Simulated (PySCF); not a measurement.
Mg(F)(NMe2) (C2H6FMgN), SMILES [Mg]([F])[N](C)C. Heavy atoms are numbered as in [Mg:1]([F:2])[N:3]([CH3:4])[CH3:5]. Hydrogens are named by the atom that carries them.

Geometry: B3LYP-D3(BJ)/def2-SVP. One conformer was computed; it need not be the lowest.

These are PySCF with PBE/pcSseg-1 values and carry that method's errors.

GIAO shieldings, no solvent; atoms alike by connectivity are averaged. δ = σ(ref) − σ: ¹⁹F against CFCl3 (σ = 133.6 ppm); ¹⁵N against NH3 (σ = 267.0 ppm); ¹³C against TMS (σ = 182.0 ppm); ¹H against TMS (σ = 31.49 ppm), references at their B3LYP-D3(BJ)/def2-TZVP geometries, non-relativistic.

| atoms | nucleus | count | δ (ppm) |
|---|---|---|---|
| F2 | ¹⁹F | 1 | (withheld) |
| N3 | ¹⁵N | 1 | (withheld) |
| C4 (CH3) | ¹³C | 2 | 51.3 |
| H on C4 | ¹H | 6 | 3.08 |

**Question.** Some entries are withheld; supply them. (An estimate is asked for; the answer gives what the named calculation found.)

**Answer.** 
- N3, δ (ppm): 17.1
- F2, δ (ppm): -276.3
